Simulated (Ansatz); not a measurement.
Isolated molecules relaxed with PBE0-D4/def2-TZVP in Ansatz; ΔE leaves out vibrations. CCSD(T)/CBS adds triple-zeta CCSD(T) − MP2 to the extrapolated MP2 energy (def2 sets, frozen cores). This one scheme is used for every species. Functionals use def2-TZVPP. B3LYP here is the variant with VWN-RPA as its local correlation; programs differ in this. One conformer a species, not always the lowest.

Reaction (ligand exchange at the Si–F bond): `O[Si](F)(Cl)O[SiH3]` + HCl → `O[Si](Cl)(Cl)O[SiH3]` + H–F

| level | ΔE (kcal/mol) |
| --- | --- |
| B3LYP-D4 | 12.1 |
| r2SCAN | 12.4 |

Q: What does CCSD(T)/CBS give? (Estimate.)

A: Ansatz gave: +11.5 kcal/mol. The listed levels differ from it by 0.6, 0.9 kcal/mol.

Largest T1 diagnostic among the species: 0.011.

The D4 term adds −1.9 kcal/mol with B3LYP and −1.0 kcal/mol with PBE0; it sums over pairs of atoms, weighted by their polarisabilities, and B3LYP, whose exchange is more repulsive, gets the larger term. In def2-TZVPP, CCSD(T) changes the Hartree–Fock value by −3.4 kcal/mol (the triples alone add −0.8 kcal/mol) and MP2 by −5.2 kcal/mol.
